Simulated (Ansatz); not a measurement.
C₆H₈ (SMILES CC#CC1CC1), singlet, at a GFN2-xTB geometry; Ansatz (a first-principles code) with PBE/def2-TZVPD.

Input for Ansatz:
Ansatz 0.2 input:
```yaml
crystal:
  periodic: [false, false, false]
  atoms:
    - {symbol: C, position_ang: [2.92845097, -0.31034592, 0.45283877]}
    - {symbol: C, position_ang: [1.54819629, -0.14895013, 0.04898232]}
    - {symbol: C, position_ang: [0.40824630, -0.01412027, -0.30014317]}
    - {symbol: C, position_ang: [-0.95827387, 0.14482651, -0.69106288]}
    - {symbol: C, position_ang: [-1.89571925, 0.91463421, 0.20175604]}
    - {symbol: C, position_ang: [-2.03441413, -0.56924940, 0.08388678]}
    - {symbol: H, position_ang: [3.54895142, -0.52337071, -0.41760804]}
    - {symbol: H, position_ang: [3.01762266, -1.13573387, 1.15938400]}
    - {symbol: H, position_ang: [3.28967032, 0.60173421, 0.92846585]}
    - {symbol: H, position_ang: [-1.09793586, 0.24293870, -1.76221068]}
    - {symbol: H, position_ang: [-1.49602783, 1.31527202, 1.12109956]}
    - {symbol: H, position_ang: [-2.63870952, 1.54381691, -0.26507366]}
    - {symbol: H, position_ang: [-1.72889681, -1.17554802, 0.92324214]}
    - {symbol: H, position_ang: [-2.87359227, -0.96987928, -0.46484645]}
basis:
  gaussian:
    orbitals: def2-TZVPD
hamiltonian:
  xc: pbe
```

Predict the main parts of the log of this Ansatz run.


```
Functional definition: PBE
1452 factors; their error is unknown
mean field evaluation 1: about -6325.3648 eV, gradient 8.7e1 eV
mean field evaluation 2: about -6297.6861 eV, gradient 1.3e2 eV
mean field evaluation 4: about -6342.3019 eV, gradient 2.5e1 eV
mean field evaluation 8: about -6343.7273 eV, gradient 2.6e-1 eV
mean field evaluation 16: about -6343.6614 eV, gradient 6.5e-4 eV
mean field -6343.66136575 eV, -233.1252553032 hartree, gradient 3.9e-5 eV, S^2 0.000000; 0 other end points of the search recorded, 0 dependent functions left out
reference -6343.66142440 eV, -233.1252574587 hartree; 22, 22 occupied and 272, 272 virtual orbitals, 1452 factors
Total energy: -6343.66142440 eV, -233.1252574587 hartree
```
